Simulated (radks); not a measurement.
Values are calculated unless marked as measured or tabulated.
Species: the iridium ion Ir+. Configuration: [Xe] 4f14 5d6 6s2 (not the ground configuration). Level of theory: Dirac Kohn-Sham, BLYP, spin-unpolarised, spherical densities, point nucleus; open shells fill j = l - 1/2 first (a radial shooting solver on a logarithmic mesh with Libxc functionals).

X-ray form factor f0, the Fourier transform of the density (f0(0) = 76):

sin(theta)/lambda (1/angstrom)  f0 (electrons)
0.05                                    75.015
0.1                                     72.394
0.15                                    68.858
0.2                                     65.041
0.25                                    61.289
0.3                                     57.732
0.4                                     51.296
0.5                                     45.742
0.6                                     40.974
0.8                                     33.257
1                                       27.316
1.25                                    21.904
1.5                                     18.351
2                                       14.420
